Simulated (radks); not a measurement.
Charge is removed step by step from the 3d up level of Cr, starting from [Ar] 3d(up 5, down 0) 4s1. Method: non-relativistic Kohn-Sham, PBE, spin-polarised, spherical densities, point nucleus; open shells are filled with parallel spins first; computed with a radial shooting solver on a logarithmic mesh with Libxc functionals.

removed (e)  E - E(0) (eV)  eigenvalue (eV)  E minus straight line (eV)
0                    0.000           -3.814                       0.000
0.25                 1.255           -6.271                      -1.039
0.5                  3.159           -9.007                      -1.429
0.75                 5.779          -11.994                      -1.102
1                    9.175          -15.210                       0.000

Removing the whole electron costs 9.175 eV by Delta-SCF, against 3.814 eV from minus the eigenvalue at the starting occupation. Slater's transition state (half an electron removed) gives 9.007 eV. Integrating minus the eigenvalue over the occupation (Janak's theorem) gives 9.175 eV. The mean slope of the eigenvalue, de/dn, is 11.4 eV per electron.
